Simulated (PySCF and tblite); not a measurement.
Results of a calculation; reference values are marked as such.
C₇H₁₂FN₂ (charge +1), numbered as in [CH3:1][CH2:2][CH2:3][n+:4]1[cH:5][c:6]([F:7])[cH:8][n:9]1[CH3:10].

Level: PBE0-D3(BJ)/pcSseg-1//GFN2-xTB, thermal terms from GFN2-xTB, symmetry numbers and mirror pairs counted. Conformers within 3 kcal/mol (GFN2-xTB free energy) were kept, 9 at most. Run with PySCF (density fitting) and tblite.

An NOE distance is ⟨r⁻⁶⟩^(−1/6) over all pairs of like atoms and, for the average, over conformers.

Torsions listed: C1–C2–C3–N4, C2–C3–N4–N9. Of a mirror pair one member is shown.

| conformer | shape | weight % |
| --- | --- | --- |
| 1 | -63°, -85° | 41.3 |
| 2 | -179°, -87° | 39.4 |
| 3 | -66°, 104° | 19.3 |

Q: Which H–H contacts under 3.5 Å would NOEs report (pairs on one atom left out) at 298.15 K?

A: 
```
      pair  in 1 (Å)  in 2 (Å)  in 3 (Å)  average (Å)
 H1 ··· H2      2.60      2.60      2.60         2.60
 H2 ··· H3      2.56      2.69      2.55         2.61
 H3 ··· H5      2.79      2.82      2.94         2.83
H8 ··· H10      2.86      2.86      2.84         2.86
H3 ··· H10      2.90      2.88      2.81         2.88
 H1 ··· H3      3.16      2.89      3.22         3.04
H2 ··· H10      3.06      3.13      4.67         3.20
 H1 ··· H5      2.99      4.96      4.41         3.41
 H2 ··· H5      4.24      3.35      2.96         3.41
```

Longer pairs under the limit may be missing.

The ion is treated without a counter-ion.
